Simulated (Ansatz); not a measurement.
Abridged output of a molecular run in Ansatz:

```
Functional definition: HF
1884 factors; integrals over basis functions are off by at most 1.1e-3 eV
mean field evaluation 1: about -22082.4955 eV, gradient 5.5e1 eV
mean field evaluation 2: about -22082.8172 eV, gradient 5.5e1 eV
mean field evaluation 4: about -22088.8511 eV, gradient 4.4e0 eV
mean field evaluation 8: about -22088.9305 eV, gradient 2.9e-1 eV
mean field -22088.93072071 eV, -811.7532315710 hartree, gradient 5.9e-6 eV, S^2 0.000000; 0 other end points of the search recorded, 0 dependent functions left out
14 core orbitals not correlated: weight in the atoms' cores, before any rotation towards them, 1.000 or more for the frozen orbitals, at most 0.000 for the correlated occupied ones
reference -22088.93072071 eV, -811.7532315710 hartree; 18, 18 occupied and 288, 288 virtual orbitals, 1884 factors
second order -27.81782946 eV of doubles, -0.00000000 eV of singles
cycle   1  -28.40192928 eV  change   -5.8e-1 eV  update   1.1e-1
cycle   2  -29.11855564 eV  change   -7.2e-1 eV  update   3.3e-2
cycle   3  -29.27249087 eV  change   -1.5e-1 eV  update   1.7e-2
cycle   4  -29.25394975 eV  change    1.9e-2 eV  update   3.6e-3
cycle   5  -29.25306638 eV  change    8.8e-4 eV  update   1.5e-3
cycle   6  -29.25376302 eV  change   -7.0e-4 eV  update   4.2e-4
cycle   7  -29.25346017 eV  change    3.0e-4 eV  update   1.4e-4
cycle   8  -29.25340224 eV  change    5.8e-5 eV  update   4.3e-5
cycle   9  -29.25341875 eV  change   -1.7e-5 eV  update   1.9e-5
perturbative correction -1.03176228 eV, -0.0379165645 hartree
Total energy: -22119.21590174 eV, -812.8661914458 hartree
```

Its atoms:

Cartesian coordinates in Å:
```
N -0.913 2.279 0.622
B -0.407 1.017 0.277
O -1.293 0.003 0.004
Si -1.342 -1.461 -0.722
O 0.955 0.844 0.225
Si 2.068 -0.353 0.227
H -1.897 2.471 0.658
H -0.316 3.053 0.849
H -0.159 -1.654 -1.605
H -2.577 -1.529 -1.541
H -1.369 -2.536 0.302
H 3.171 0.044 1.138
H 1.473 -1.629 0.709
H 2.607 -0.550 -1.142
```

Task: Which basis set was used?
A. def2-TZVPP
B. def2-SVPD
C. cc-pV(Q+d)Z
D. cc-pV(D+d)Z

Result: A. It gives 320 functions.

Task: Write the keys of the input that set method, charge and spin (a neutral closed shell needs none for the last two).

Result: 
```yaml
correlation: {method: ccsd_t}
```
